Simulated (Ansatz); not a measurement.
BeCl₃⁻. The state is a quintet with charge -1. Geometry PBE0-D4/def2-TZVPD; atoms count from 1.

```csv
atom,x (Å),y (Å),z (Å)
Be1,-0.190,-0.498,-0.146
Cl2,0.738,1.742,3.777
Cl3,-1.497,-0.217,-1.784
Cl4,0.949,-1.027,-1.847
```

The highest occupied level of the charge -1 quintet lies above zero (up to 1.59 eV). The electron is either unbound and held by the finite basis, or the level is raised by self-interaction error. In the quintet geometry the species has come apart into loosely held pieces. In the quintet, Cl3 and Cl4 lie 2.58 Å apart (atoms count from 1), so these atoms are partly bonded to each other. At PBE0-D4/def2-TZVPD a singlet of charge -1 lies 11.16 eV below the quintet, each at its own geometry. The structure comes from a short search, and lower isomers may exist.

Q: Estimate the Mulliken populations from the PBE0/def2-TZVPD orbitals of Ansatz.

A: 
```csv
atom,charge (e),spin (α − β)
Be1,-1.07,2.20
Cl2,0.01,0.99
Cl3,0.03,0.40
Cl4,0.03,0.40
```
Mulliken values depend strongly on the basis. With diffuse functions, as here, like atoms can get unlike values, and bond orders can come out too low or too high.

Q: Where does the spin sit?

A: Summed by element: Be 2.20, Cl 1.80, of 4 unpaired in all. Largest on single atoms: Be1 2.20, Cl2 0.99, Cl4 0.40.

Q: And the Mayer bond orders between heavy atoms (over 0.3)?

A: Be1–Cl3 0.35 (2.11 Å); Be1–Cl4 0.35 (2.11 Å); Cl3–Cl4 0.45 (2.58 Å).
